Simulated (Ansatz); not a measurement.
`[CH3][GeH][SeH]` radical at its PBE0-D4/def2-TZVP geometry, where that method's forces vanish. The species carries charge 0 and has multiplicity 2.

```xyz
8

C     0.8755   -0.2427   -0.6971
Ge   -0.9956    0.2617   -0.3581
Se   -1.3806    0.5121    1.9585
H     1.0943   -1.1731   -0.1697
H     1.5465    0.5396   -0.3436
H     1.0259   -0.3870   -1.7679
H    -1.9583   -0.8891   -0.7584
H    -0.2077    1.3784    2.1362
```

Task: What forces (eV/Å) does B3LYP-D4/def2-TZVPP give on these atoms in Ansatz 0.2.0? (An estimate is asked.)

Result: The calculation gave: 
```
C1   0.275 -0.099 -0.046
Ge2 -0.189  0.130 -0.248
Se3 -0.083 -0.007  0.270
H4   0.008  0.046 -0.034
H5  -0.033 -0.047 -0.020
H6   0.000  0.005  0.059
H7  -0.020 -0.061 -0.003
H8   0.042  0.033  0.022
```

B3LYP here is the variant with VWN-RPA as its local correlation; programs differ in this.
